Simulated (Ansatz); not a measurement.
Reaction (redistribution): `[Cl][In]([Cl])[Cl]` + `COC[SiH2]O` → `C[O][In]([Cl])[Cl]` + `O[SiH2]CCl`

Gas-phase electronic energies from Ansatz, PBE0-D4/def2-TZVP geometries. CCSD(T)/CBS adds triple-zeta CCSD(T) − MP2 to the extrapolated MP2 energy (def2 sets, frozen cores). DFT in def2-TZVPP. HSE06 is defined as in plane-wave codes. Elements past krypton have def2 core potentials. For In outer-core shells are correlated without core-valence functions, which leaves a few kJ/mol of doubt a bond. One conformer a species, not always the lowest.

`[Cl][In]([Cl])[Cl]`:

Cartesian coordinates in Å:
```
Cl -2.005 0.533 0.977
In 0.000 0.000 -0.001
Cl 1.829 1.343 0.331
Cl 0.175 -1.876 -1.307
```

`COC[SiH2]O`:

```xyz
13

C     1.098   -0.688   -1.226
O     0.176   -1.207   -0.304
C     0.167   -0.493    0.926
Si   -0.843    1.106    0.761
O    -2.124    0.739   -0.209
H     0.882    0.358   -1.485
H     2.122   -0.739   -0.835
H     1.032   -1.295   -2.129
H    -0.328   -1.145    1.653
H     1.190   -0.327    1.292
H    -0.044    2.216    0.170
H    -1.333    1.548    2.092
H    -1.995   -0.074   -0.706
```

`C[O][In]([Cl])[Cl]`:

```xyz
8

C     1.109   -0.124   -0.825
O     0.671   -0.384    0.492
In   -1.138    0.066    1.088
Cl   -2.627    0.889   -0.471
Cl   -1.755   -0.263    3.270
H     1.746   -0.954   -1.146
H     1.703    0.796   -0.858
H     0.292   -0.026   -1.550
```

`O[SiH2]CCl`:

Cartesian coordinates in Å:
```
O -0.921 0.581 -1.496
Si 0.457 0.373 -0.628
C 0.047 -0.206 1.115
Cl -0.928 -1.703 0.975
H -1.518 -0.170 -1.527
H 1.122 1.697 -0.576
H 1.358 -0.643 -1.232
H -0.552 0.518 1.668
H 0.935 -0.447 1.702
```

| level | ΔE (kcal/mol) |
| --- | --- |
| HSE06-D4 | 15.7 |
| BHLYP-D4 | 16.8 |

What does CCSD(T)/CBS give? (Estimate.)

Ansatz gave: +12.9 kcal/mol. The listed levels differ from it by 2.8, 3.9 kcal/mol.

Largest T1 diagnostic among the species: 0.015.

From r2SCAN to r2SCAN0 (25 % exact exchange), in def2-TZVPP and without D4, ΔE moves by +1.5 kcal/mol. In def2-TZVPP, CCSD(T) changes the Hartree–Fock value by −4.3 kcal/mol (the triples alone add −0.7 kcal/mol) and MP2 by −5.2 kcal/mol. At CCSD(T), def2-SVP lies +5.7 kcal/mol from the extrapolated value and def2-TZVPP +1.2 kcal/mol.
